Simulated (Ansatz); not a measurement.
```xyz
5

N     1.7603   -0.1287   -1.1298
C     0.7992   -0.0444   -0.5014
B    -0.5159    0.0074    0.3062
F    -0.6695    0.9663    1.1837
H    -1.3741   -0.8006    0.1413
```

Total charge 0; spin multiplicity 1.

(1) List the ωB97M-V/def2-TZVPP orbital energies in eV (Ansatz 0.2.0). (Estimate.)

Answers

(1) Computed: Occupied: -679.11, -395.63, -282.54, -190.98, -37.99, -28.74, -20.46, -18.30, -17.11, -16.78, -14.19, -13.22, -13.00, -12.69. Lowest empty: -0.61, 1.65, 2.34, 3.20, 3.57, 3.60, 5.44, 5.54.
